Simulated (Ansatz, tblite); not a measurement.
Cost and result up the ladder for Ga₁₂As₁₂H₃₂, a nanocrystal cut from zinc blende GaAs (hydrogen-capped) (56 atoms). Total charge 0; singlet. Geometry: PBE-D4/def2-SVP.

Cartesian coordinates in Å:
```
Ga -2.3009 -2.3890 -3.5796
Ga 2.5061 2.1755 -4.0901
Ga 0.7174 4.4551 -0.1881
Ga -4.2634 -0.9973 -0.0886
Ga -2.5504 2.6676 1.8114
Ga -1.0736 0.9901 -1.5623
Ga 1.3418 -2.4078 -1.5292
Ga 2.4001 0.9576 0.2771
Ga -0.6949 -0.9290 1.7977
Ga -1.8824 -4.4995 0.1145
Ga 1.1638 2.1946 3.7726
Ga 3.3550 -2.1307 3.4580
As 0.1262 1.4316 -3.7038
As -2.9979 -0.4201 -2.1227
As -0.8253 -3.5372 -1.9291
As -1.3961 3.0879 -0.3329
As 3.5279 1.3889 -1.9084
As 1.8799 2.9917 1.4963
As -4.4571 1.1729 1.1731
As -2.6234 -2.3153 1.1942
As -1.0161 1.1650 3.0343
As 0.4651 -0.4042 -0.2826
As 3.9151 -0.5771 1.5357
As 0.8850 -2.4147 3.0294
H -3.6221 -3.2100 -3.8527
H -1.4193 -1.7395 -4.7289
H 3.1116 1.2591 -5.2181
H 2.5069 3.7453 -4.0268
H 0.3762 5.8602 0.4331
H 1.4826 4.2275 -1.5549
H -5.6935 -1.6275 -0.2870
H -3.0412 3.9432 2.5953
H 1.9714 -1.7890 -2.8518
H 2.2446 -3.1606 -0.4583
H -3.2113 -5.2814 -0.2279
H -0.7604 -5.0620 1.0864
H 0.8583 3.4127 4.7209
H 2.1235 0.9866 4.1257
H 3.4933 -1.2699 4.7650
H 4.0526 -3.5042 3.1340
H -0.7755 2.3499 -4.5244
H -0.1302 0.1493 -4.4889
H -3.9318 0.5047 -2.9057
H -0.4446 -4.8054 -2.6967
H -2.4134 3.8856 -1.1496
H 4.7340 2.2754 -1.6039
H 4.3007 0.1053 -2.1936
H 3.2706 3.6006 1.6872
H -5.4950 2.0440 0.4673
H -5.2719 0.9172 2.4400
H -3.3189 -2.6008 2.5265
H -1.7995 0.7800 4.2898
H 4.5971 -1.4057 0.4519
H 5.1330 0.2527 1.9377
H 0.6445 -3.7655 2.3630
H 0.2255 -2.7343 4.3683
```

Ansatz on 11 threads of AMD EPYC 7R13 on a shared host and a whole NVIDIA H100 80GB HBM3; xTB runs through tblite on one thread. Times are rough, summed over both states, and most runs start from the orbitals of an earlier one. PBE0-D4/def2-SVP serves as the yardstick here, not as an exact answer. The other state is a doublet.

The xTB rows come from tblite. Single mean-field runs in def2-SVP are fitted with def2-universal-jkfit.

Raw xTB energies of ions are shifted by several eV.

```tsv
level	functions	wall time	vertical IE (eV)	difference from PBE0-D4/def2-SVP (eV)
GFN1-xTB	280	1.6 s	11.78	3.95
GFN2-xTB	248	2.5 s	11.99	4.16
PBE-D4/def2-SVP (with forces)	928	18 s	7.33	-0.51
PBE0-D4/def2-SVP	928	44 s	7.84	0.00
r2SCANh-D4/def2-SVP	928	51 s	7.69	-0.15
```
